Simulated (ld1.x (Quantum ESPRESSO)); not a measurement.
vanadium, RRKJ: configuration errors across variants

```json
{"Element": "vanadium", "Generator": "ld1.x (Quantum ESPRESSO) 7.5", "Type": "norm-conserving RRKJ (Kleinman–Bylander form)", "Functional": "LDA (PZ)", "Relativity": "scalar-relativistic", "Frozen core": "[Ar]", "Valence charge": "5", "Reference configuration": "3d3.5 4s1.5 4p0", "Partial waves": "4s (bound): rc 3.00 bohr; 4p (bound, empty): rc 3.80 bohr; 3d (bound): rc 2.35 bohr", "Local potential": "all-electron potential smoothed inside 3.75 bohr (lloc = -2)", "Core correction": "Bessel-smoothed model core inside 1.60 bohr", "rho0": "0.02"}
```

All-electron excitation energies from the reference (eV): (1) 3d3 4s2 4p0 -0.028; (2) 3d3 4s1 4p0 7.914; (3) 3d3 4s0 4p0 22.459; (4) 3d1 4s0 4p0 97.749; (5) 3d4 4s0 4p0 7.351; (6) 3d2 4s2 4p0 11.191; (7) 3d3 4s1 4p1 3.381; (8) 3d3.5 4s1.5 4p0 spin -2.278; (9) 3d3 4s2 4p0 spin -1.656.

Spin tests fill each open shell by Hund’s rule, majority spin first.

Tests that are not counted but printed errors over 1 eV. “all radii but the core radius scaled by about 1.06 (s 3.18, p 4.02, d 2.48 bohr); local potential all-electron potential smoothed inside 3.96 bohr (lloc = -2)”: 3d3 4s1 4p1 (solver errors, printed error -152 eV). “all radii but the core radius scaled by about 1.38 (s 4.14, p 5.24, d 3.24 bohr); local potential all-electron potential smoothed inside 5.18 bohr (lloc = -2)”: all (the test run did not reproduce the reference configuration, from which every error is measured).

2 further variants failed, have other tests or too few solved ones, and are left out.

A true bound ghost makes a file unfit for plane-wave use even where its test errors are small: the radial tests pick states by their node count and pass the ghost by. Where a test does run into it, the solver fails or the error is huge.

Errors AE − PS in meV (a dash: test not solved or not reliable):

| change | (1) | (2) | (3) | (4) | (5) | (6) | (7) | (8) | (9) | bound ghosts |
| --- | --- | --- | --- | --- | --- | --- | --- | --- | --- | --- |
| base | +12 | -44 | -173 | -53 | +51 | +242 | -52 | +335 | +256 | s |
| all radii but the core radius scaled by about 0.93 (s 2.78, p 3.52, d 2.18 bohr); local potential all-electron potential smoothed inside 3.48 bohr (lloc = -2) | -6.5 | -38 | -132 | -740 | +8.3 | +63 | -54 | +306 | +229 | none |
| all radii but the core radius scaled by about 1.06 (s 3.18, p 4.02, d 2.48 bohr); local potential all-electron potential smoothed inside 3.96 bohr (lloc = -2) | +30 | -52 | -228 | +380 | +88 | +402 | – | +359 | +279 | s, p |
| all radii but the core radius scaled by about 1.17 (s 3.50, p 4.44, d 2.74 bohr); local potential all-electron potential smoothed inside 4.38 bohr (lloc = -2) | +98 | +139 | -346 | +1547 | +149 | +1823 | +30 | +446 | +407 | none |
| all radii but the core radius scaled by about 1.29 (s 3.86, p 4.88, d 3.02 bohr); local potential all-electron potential smoothed inside 4.82 bohr (lloc = -2) | +119 | +56 | -448 | +3130 | +189 | +1673 | +26 | +487 | +418 | none |
| all radii but the core radius scaled by about 1.38 (s 4.14, p 5.24, d 3.24 bohr); local potential all-electron potential smoothed inside 5.18 bohr (lloc = -2) | – | – | – | – | – | – | – | – | – | none |

Q: Give the same row for: all radii but the core radius scaled by about 1.21 (s 3.64, p 4.60, d 2.86 bohr); local potential all-electron potential smoothed inside 4.54 bohr (lloc = -2).

A: +98, +78, -380, +1880, +162, +1592, +15, +451, +394; bound ghosts: none.
